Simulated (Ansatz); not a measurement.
Relaxation of BrCl2F2HZr (7 atoms, charge 0, multiplicity 1), to a largest force component of 0.03 eV/Å in at most 50 steps.

Level of theory: RKS B3LYP-D4/def2-SVP in Ansatz.

```xyz
7
Properties=species:S:1:pos:R:3:forces:R:3
Zr 0.407 -0.443 -0.435 0.62 -0.65 0.89
Cl -0.930 -0.483 3.031 0.94 -0.60 -0.11
F 1.326 -0.302 -2.073 -0.01 -0.02 -0.01
F 0.181 1.340 0.143 0.01 -0.01 0.00
Cl -1.640 -1.479 -0.897 0.01 0.01 0.00
Br 1.968 -1.923 1.130 -0.69 0.67 -0.69
H 0.176 -1.230 3.098 -0.89 0.60 -0.08
```

Problem. Where does it end, and by what steps?

Solution. The run converged. After 9 steps the energy has fallen by 0.195 eV; Cl2 moved furthest, 0.45 Å. Joined: Zr1–Cl2 (3.72 → 3.08 Å).

```json
{"step": "0", "energy less start (eV)": "0.0000", "largest force component (eV/Å)": "0.944", "accepted": "yes"}
{"step": "1", "energy less start (eV)": "-0.0793", "largest force component (eV/Å)": "0.857", "accepted": "yes"}
{"step": "2", "energy less start (eV)": "-0.1514", "largest force component (eV/Å)": "0.868", "accepted": "yes"}
{"step": "3", "energy less start (eV)": "-0.1333", "largest force component (eV/Å)": "1.005", "accepted": "no"}
{"step": "4", "energy less start (eV)": "-0.1754", "largest force component (eV/Å)": "0.576", "accepted": "yes"}
{"step": "5", "energy less start (eV)": "-0.1881", "largest force component (eV/Å)": "0.203", "accepted": "yes"}
{"step": "6", "energy less start (eV)": "-0.1933", "largest force component (eV/Å)": "0.131", "accepted": "yes"}
{"step": "7", "energy less start (eV)": "-0.1943", "largest force component (eV/Å)": "0.064", "accepted": "yes"}
{"step": "8", "energy less start (eV)": "-0.1945", "largest force component (eV/Å)": "0.034", "accepted": "yes"}
{"step": "9", "energy less start (eV)": "-0.1945", "largest force component (eV/Å)": "0.010", "accepted": "yes"}
```

```xyz
7
Properties=species:S:1:pos:R:3
Zr 0.379 -0.457 -0.231
Cl -0.843 -0.459 2.594
F 1.223 -0.351 -1.916
F 0.249 1.380 0.226
Cl -1.663 -1.508 -0.753
Br 2.054 -1.867 1.061
H 0.087 -1.258 3.017
```

Whether the end is a true minimum wasn't checked by a vibrational analysis.

The run took 34 s on 4 threads of Arm Neoverse V2 (shared host), peak memory 0.39 GiB.
